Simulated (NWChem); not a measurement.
System: Si2H4, singlet; SMILES [SiH][SiH3]

NWChem input:

```
start job
memory heap 200 mb stack 900 mb global 1100 mb
geometry units angstroms noautoz
  Si     0.088817     1.018412    -0.114164
  Si    -0.125907    -1.336986    -0.487465
  H     -1.247054     1.672523    -0.322110
  H      1.082741     1.703671    -0.998265
  H      0.497553     1.251218     1.312241
  H     -1.180397    -1.356096     0.627154
end
basis spherical
  * library def2-svpd
end
dft
  xc b3lyp
  iterations 150
end
tddft
  cis
  nroots 8
  notriplet
end
task tddft energy
```

NWChem printed, in part:

```
             Northwest Computational Chemistry Package (NWChem) 7.3.0
             --------------------------------------------------------

 C1  symmetry detected

                             Geometry "geometry" -> ""
                             -------------------------

 Output coordinates in angstroms (scale by  1.889725989 to convert to a.u.)

  No.       Tag          Charge          X              Y              Z
 ---- ---------------- ---------- -------------- -------------- --------------
    1 Si                  14.0000     0.02805773     1.07123232    -0.00008929
    2 Si                  14.0000     0.08044472    -1.32263806    -0.00009618
    3 H                    1.0000    -0.72276844     1.54615216    -1.21102499
    4 H                    1.0000     1.37345750     1.72620625    -0.00291992
    5 H                    1.0000    -0.71590328     1.54310932     1.21636009
    6 H                    1.0000    -1.45382019    -1.29578744     0.00018143

 Effective nuclear repulsion energy (a.u.)      73.5752948604

                                 NWChem DFT Module
                                 -----------------

 Summary of "ao basis" -> "ao basis" (spherical)
 ------------------------------------------------------------------------------
       Tag                 Description            Shells   Functions and Types
 ---------------- ------------------------------  ------  ---------------------
 Si                        def2-svpd                10       24   5s3p2d
 H                         def2-svpd                 4        8   2s2p

            General Information
            -------------------
          SCF calculation type: DFT
          Wavefunction type:  closed shell.
          No. of atoms     :     6
          No. of electrons :    32
           Alpha electrons :    16
            Beta electrons :    16
          Charge           :     0
          Spin multiplicity:     1
          Use of symmetry is: off; symmetry adaption is: off
          Maximum number of iterations: 150
          AO basis - number of functions:    80
                     number of shells:    36
          Convergence on energy requested:  1.00D-06
          Convergence on density requested:  1.00D-05
          Convergence on gradient requested:  5.00D-04

[...]

                                NWChem TDDFT Module
                                -------------------

            General Information
            -------------------
           No. of orbitals :     160
            Alpha orbitals :      80
             Beta orbitals :      80
        Alpha frozen cores :       0
         Beta frozen cores :       0
     Alpha frozen virtuals :       0
      Beta frozen virtuals :       0
         Spin multiplicity :       1
    Number of AO functions :      80
        Use of symmetry is : off
      Symmetry adaption is : off
         Schwarz screening :  0.10D-07

              XC Information
              --------------
                  B3LYP Method XC Potential
              Hartree-Fock (Exact) Exchange   0.20
                 Slater Exchange Functional   0.80 local
             Becke 1988 Exchange Functional   0.72 non-local
       Lee-Yang-Parr Correlation Functional   0.81
           VWN I RPA Correlation Functional   0.19 local

             TDDFT Information
             -----------------
          Calculation type : Tamm-Dancoff TDDFT
         Wavefunction type : Restricted singlets
          No. of electrons :      32
           Alpha electrons :      16
            Beta electrons :      16
              No. of roots :       8
          Max subspacesize :    5600
            Max iterations :     100
               Target root :       1
           Target symmetry : none
      Symmetry restriction : off
                 Algorithm : Optimal
        Davidson threshold :  0.10D-03

    8 smallest eigenvalue differences (eV)
--------------------------------------------------------
  No. Spin  Occ  Vir  Irrep   E(Occ)    E(Vir)   E(Diff)
--------------------------------------------------------
    1    1   16   17 a        -0.238    -0.130     2.937
    2    1   15   17 a        -0.300    -0.130     4.629
    3    1   14   17 a        -0.351    -0.130     6.029
    4    1   13   17 a        -0.352    -0.130     6.057
    5    1   16   18 a        -0.238    -0.001     6.436
    6    1   16   19 a        -0.238     0.009     6.724
    7    1   16   20 a        -0.238     0.032     7.338
    8    1   16   21 a        -0.238     0.034     7.397
--------------------------------------------------------

  Entering Davidson iterations
  Restricted singlet excited states

  Iter   NTrls   NConv    DeltaV     DeltaE      Time
  ----  ------  ------  ---------  ---------  ---------
    1      8       0     0.76E-01   0.10+100        7.9
    2     16       0     0.15E-01   0.13E-01        7.9
    3     24       0     0.56E-02   0.74E-03        8.0
    4     32       3     0.36E-02   0.15E-03        7.9
    5     37       6     0.10E-02   0.29E-04        5.8
    6     39       7     0.18E-03   0.13E-05        3.4
    7     40       8     0.35E-04   0.54E-07        2.7
  ----  ------  ------  ---------  ---------  ---------
  Convergence criterion met

  Ground state a        -581.169605570310 a.u.

  ----------------------------------------------------------------------------
  Root   1 singlet a              0.073171229 a.u.                1.9911 eV
  ----------------------------------------------------------------------------
     Transition Moments    X  0.00005   Y -0.00027   Z -0.35084
     Dipole Oscillator Strength                    0.0060044669
     Electric Quadrupole                           0.0000000253
     Magnetic Dipole                               0.0000008998
     Total Oscillator Strength                     0.0060053920

[...]
```

Level: B3LYP/def2-SVPD, TDA. Low-valent species are run as closed-shell singlets; no triplet was tried in these runs. Coordinates come from a PBE0/def2-SVP optimisation.
